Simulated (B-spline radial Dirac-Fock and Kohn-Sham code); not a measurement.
**Pt²⁺: non-radiative channels of the M3 vacancy**

System: Pt²⁺ in the configuration [Xe] 4f14 5d8.

The computed values come from a radial atomic solver: one-electron (LDA, Dirac) transition rates at Dirac-Fock energies. Kinetic energies are configuration averages from the vacuum level; the two-hole energies are estimated from single-hole states.

```tsv
transition	kinetic energy (eV)	width (meV)	share (%)
M3-M5N4	–	653	6.6
M3-M5N5	–	889	9.0
M3-M4N6	–	214	2.2
M3-M4N7	–	312	3.2
M3-M5O1	–	196	2.0
M3-M5N6	–	2290	23.2
M3-M5N7	–	2770	28.0
M3-M5O2	–	182	1.8
M3-M5O3	–	233	2.4
M3-N3N5	–	210	2.1
```

A dash stands for an energy that rests on an unreliable hole state.

Coster-Kronig rates are the weakest part of this model and often come out 1.5 to 2.5 times too large. The listed channels hold 80 % of the non-radiative rate. Summed by principal shells, of 9.89 eV in all: MMN 75.1 %, MNN 13.8 %, MMO 8.9 %, MNO 2.1 %.
